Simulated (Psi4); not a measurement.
O2Zr, singlet, geometry from GFN2-xTB (such geometries of metal compounds can be far from the true shape) (core potentials on Zr); BLYP/def2-SVP, TDDFT (Psi4).

Input for Psi4:
```
memory 2 GB

molecule {
0 1
  Zr    0.17803134   -0.16744945    0.18175428
  O     0.64821640    0.61247191   -1.34669447
  O    -1.53837309    0.22477535    0.43792307
symmetry c1
}

set basis def2-svp
set puream true
set save_jk true
set tdscf_states [5]
set tdscf_tda false
set d_convergence 1e-8

energy('td-blyp')
print_variables()
```

It wrote (shortened):

```
   => Loading Basis Set <=

    Name: DEF2-SVP
    Role: ORBITAL
    Keyword: BASIS

    !!!  WARNING: ECP capability is in beta. Please check occupations closely.  !!!

         ---------------------------------------------------------
                                   SCF
               by Justin Turney, Rob Parrish, Andy Simmonett
                          and Daniel G. A. Smith
                              RKS Reference
         ---------------------------------------------------------

  ==> Geometry <==

    Molecular point group: c1
    Full point group: C2v

    Geometry (in Angstrom), charge = 0, multiplicity = 1:

       Center              X                  Y                   Z               Mass
    ------------   -----------------  -----------------  -----------------  -----------------
         ZR          -0.000000000000    -0.000000000000     0.279767601094    89.904697700000
         O            1.424459720779    -0.000000000000    -0.786263075615    15.994914619570
         O           -1.424459720779     0.000000000000    -0.786263080409    15.994914619570

  Running in c1 symmetry.

  Rotational constants: A =      0.62871  B =      0.25971  C =      0.18379 [cm^-1]
  Rotational constants: A =  18848.10498  B =   7785.83025  C =   5509.81838 [MHz]
  Nuclear repulsion =   68.993651803134355

  Charge       = 0
  Multiplicity = 1
  Electrons    = 28
  Nalpha       = 14
  Nbeta        = 14

  ==> Algorithm <==

  SCF Algorithm Type is DF.
  DIIS enabled.
  MOM disabled.
  Fractional occupation disabled.
  Guess Type is SAD.
  Energy threshold   = 1.00e-06
  Density threshold  = 1.00e-08
  Integral threshold = 1.00e-12

  ==> Primary Basis <==

  Basis Set: DEF2-SVP
    Blend: DEF2-SVP
    Number of shells: 23
    Number of basis functions: 59
    Number of Cartesian functions: 66
    Spherical Harmonics?: true
    Max angular momentum: 3

  Core potential: DEF2-SVP
    Number of shells: 4
    Number of ECP primitives: 14
    Number of ECP core electrons: 28
    Max angular momentum: 3

  ==> DFT Potential <==

   => LibXC <=

    Version 7.1.2
    S. Lehtola, C. Steigemann, M. J. T. Oliveira, and M. A. L. Marques,  SoftwareX 7, 1–5 (2018) (10.1016/j.softx.2017.11.002)

   => Composite Functional: BLYP <=

    BLYP GGA Exchange-Correlation Functional

    P.J. Stephens et. al., J. Phys. Chem., 98, 11623-11627, 1994
    B. Miehlich et. al., Chem. Phys. Lett., 157(3), 200-206 1989

    Deriv               =              1
[...]
  @DF-RKS Final Energy:  -197.39555032177850
    Total Energy =                       -197.3955503217785008
[...]
     2        A->A (1 A)       0.09044         2.46112        -197.30511       0.0096          0.0068          0.0000          0.0000
     3        A->A (1 A)       0.10464         2.84751        -197.29091       0.0063          0.0084         -0.0000         -0.0000
     4        A->A (1 A)       0.10594         2.88286        -197.28961       0.0000          0.0000          0.0000          0.0000
     5        A->A (1 A)       0.11419         3.10729        -197.28136       0.0020          0.0026         -0.0000         -0.0000

Contributing excitations and de-excitations
Only contributions with abs(coeff) > 1.00e-01 will be printed:

Excited State    1 (1 A):   0.05382 au   846.58 nm f = 0.0028
  Sums of squares: Xssq =  1.000717e+00; Yssq =  7.172354e-04; Xssq - Yssq =  1.000000e+00
     14a  ->  15a    -0.999574 (99.915%)

Excited State    2 (1 A):   0.09044 au   503.77 nm f = 0.0096
  Sums of squares: Xssq =  1.000834e+00; Yssq =  8.339200e-04; Xssq - Yssq =  1.000000e+00
     13a  ->  15a     0.998971 (99.794%)

Excited State    3 (1 A):   0.10464 au   435.41 nm f = 0.0063
  Sums of squares: Xssq =  1.000307e+00; Yssq =  3.066976e-04; Xssq - Yssq =  1.000000e+00
     12a  ->  15a    -0.999354 (99.871%)

Excited State    4 (1 A):   0.10594 au   430.07 nm f = 0.0000
  Sums of squares: Xssq =  1.000085e+00; Yssq =  8.546650e-05; Xssq - Yssq =  1.000000e+00
     14a  ->  16a    -0.999593 (99.919%)

Excited State    5 (1 A):   0.11419 au   399.01 nm f = 0.0020
  Sums of squares: Xssq =  1.000273e+00; Yssq =  2.733844e-04; Xssq - Yssq =  1.000000e+00
     14a  ->  17a    -0.998436 (99.687%)

******************************************************************************************
**********                               WARNING                                **********
**********       The names of excited state variables changed between 1.5       **********
**********     and 1.6. For a quick solution, remove the symmetry specifier     **********
**********   from the variable name. For full details, see 'Notes on Psivars'   **********
**********                        in the documentation.                         **********
******************************************************************************************

  Variable Map:
  ----------------------------------------------------------------------------
[...]
  Array Variable Map:
  ----------------------------------------------------------------------------
[...]
[...]
```
